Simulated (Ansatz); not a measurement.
C3H2, SMILES `[CH]C#C` (excited singlet) (charge 0, multiplicity 1). This singlet is an excited state, 0.57 eV above the relaxed triplet at the level B3LYP/cc-pVTZ // PBE0-D3(BJ)/def2-TZVP (Ansatz, a program for electronic structure).

Cartesian coordinates (Å):
```xyz
5

C     -1.2707    -0.1681     0.7770
C     -0.0028    -0.1291     0.5626
C      1.2594    -0.3741     0.5533
H     -2.0339     0.5040     0.4051
H      2.0481     0.1673     0.0467
```
Charge 0, spin multiplicity 1.

Frozen-core energies in cc-pVDZ from Ansatz at a geometry from PBE0-D3(BJ)/def2-TZVP; the HF reference has <S^2> = 0.00 (restricted, and unstable towards unrestricted orbitals) and the T1 diagnostic is 0.030.

| level | energy (Ha) |
|---|---|
| HF | -114.57872 |
| MP2 | -114.93226 |
| CCSD | -114.96389 |

Question: Estimate the energies of CCSD(T), CCSDT and CCSDT(Q), and give each level's difference from CCSDT(Q).

Answer: 
```json
[
 {"level": "MP2", "energy (Ha)": "-114.93226", "difference from CCSDT(Q) (mHa)": "55.85"},
 {"level": "CCSD", "energy (Ha)": "-114.96389", "difference from CCSDT(Q) (mHa)": "24.22"},
 {"level": "CCSD(T)", "energy (Ha)": "-114.98399", "difference from CCSDT(Q) (mHa)": "4.12"},
 {"level": "CCSDT", "energy (Ha)": "-114.98587", "difference from CCSDT(Q) (mHa)": "2.25"},
 {"level": "CCSDT(Q)", "energy (Ha)": "-114.98811", "difference from CCSDT(Q) (mHa)": "0.00"}
]
```
